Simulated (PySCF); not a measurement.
SbBr₂, SMILES [Br][Sb][Br], multiplicity 2. Atoms are numbered in the order given.

```xyz
3

Sb     0.0000     0.0000     0.9355
Br     0.0000    -1.9390    -0.6816
Br     0.0000     1.9390    -0.6816
```
Charge 0, spin multiplicity 2.

Geometry: r2SCAN-D4/def2-SVP. The spin state was assumed, not searched. The isomer is the one that the SMILES or the coordinates give; other isomers of the formula were not compared. The def2 effective core potentials stand for the cores of Sb; spin–orbit coupling is left out.

The numbers are results of PySCF with CAM-B3LYP/def2-TZVPD, not measurements.

Mulliken values depend strongly on the basis, most of all with diffuse functions as here. ESP charges are fitted to the potential on shells at 1.4 to 2.0 van der Waals radii. Atomic charges (e):

```json
[
 {"atom": "Sb1", "Mulliken": "0.54", "ESP fit": "___", "Mulliken spin": "0.93"},
 {"atom": "Br2", "Mulliken": "-0.27", "ESP fit": "___", "Mulliken spin": "0.04"},
 {"atom": "Br3", "Mulliken": "-0.27", "ESP fit": "___", "Mulliken spin": "0.04"}
]
```

Q: Some entries are withheld; supply them. (An estimate is asked for; the answer gives what the named calculation found.)

A: 
- Sb1, ESP fit: 0.33
- Br2, ESP fit: -0.16
- Br3, ESP fit: -0.16
